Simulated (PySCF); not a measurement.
C2H7AlClN, SMILES [Cl][Al]([NH2])[CH2]C. Heavy atoms are numbered as in [Al:1]([Cl:2])([CH2:3][CH3:4])[NH2:10]. Hydrogens are named by the atom that carries them.

Geometry optimised at PBE-D3(BJ)/def2-SVP. The structure was generated by enumeration; whether it is a known compound was not checked. One conformer was computed; it need not be the lowest.

The numbers are results of PBE/def2-TZVP run with PySCF, not measurements.

ESP charges are fitted to the potential on shells at 1.4 to 2.0 van der Waals radii. Atomic charges (e), one atom of each kind:

```json
[
 {"atom": "Al1", "ESP fit": "0.77", "Löwdin": "-0.25"},
 {"atom": "Cl2", "ESP fit": "[?]", "Löwdin": "0.26"},
 {"atom": "C3 (CH2)", "ESP fit": "[?]", "Löwdin": "-0.42"},
 {"atom": "C4 (CH3)", "ESP fit": "-0.30", "Löwdin": "-0.34"},
 {"atom": "H on C3", "ESP fit": "0.05", "Löwdin": "0.15"},
 {"atom": "H on C4", "ESP fit": "[?]", "Löwdin": "0.13"},
 {"atom": "N10 (NH2)", "ESP fit": "[?]", "Löwdin": "-0.26"},
 {"atom": "H on N10", "ESP fit": "0.41", "Löwdin": "0.17"}
]
```

Q: Complete the blanks. (An estimate is asked for; the answer gives what the named calculation found.)

A: 
- Cl2, ESP fit: -0.30
- C3 (CH2), ESP fit: -0.13
- H on C4, ESP fit: 0.06
- N10 (NH2), ESP fit: -1.15
